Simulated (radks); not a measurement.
The numbers below are computed, except where a source is named.
Neutral lead inside a hard spherical wall (all orbitals vanish at R), configuration held at [Hg] 6p2 and not refilled when levels cross. Level of theory: scalar-relativistic Kohn-Sham, LDA (Slater exchange, Perdew-Wang correlation), spin-polarised, spherical densities, finite nucleus; open shells are filled with parallel spins first (spin-orbit coupling, left out, can overturn this in heavy ions); Fermi nuclear charge, rms radius 5.5012 fm (a radial shooting solver on a logarithmic mesh with Libxc functionals). Eigenvalues in eV for spin up, with the zero of energy where the potential of the charges vanishes at infinity; a dash marks a level that is unbound or too diffuse for the functional's potential to be trusted. A positive occupied level is held by the wall or, in an anion where self-interaction has pushed it up, behind a barrier. The pressure on the wall is -dE/dV.

R (bohr)  E (hartree)  kinetic (hartree)    e(5p)    e(5d)    e(6s)   e(6p)  e(7s, empty)  e(6d, empty)  pressure (GPa)
free      -20864.8862          23559.011  -85.878  -21.277  -12.596  -4.058        -0.635             -               0
6         -20864.8373          23559.292  -84.457  -19.905  -11.476  -2.605         6.791         6.499            3.54
4         -20864.3215          23561.674  -79.126  -14.935   -6.407   5.114        33.695        22.379             114
3.5       -20863.7176          23564.284  -75.281  -11.386   -1.859  11.769        53.809        33.953             341
3         -20862.2575          23570.349  -68.396   -4.876    7.692  25.153        90.506        55.037            1180
2.5       -20858.2599          23586.130  -55.218    8.477   30.283  55.231        163.89        97.316            4930
2         -20845.3544          23633.616  -27.130   40.245   92.551  132.56        330.19        193.65           26900
1.5       -20792.9229          23807.070   50.896   135.18   298.55  367.73        781.85        457.15          217000
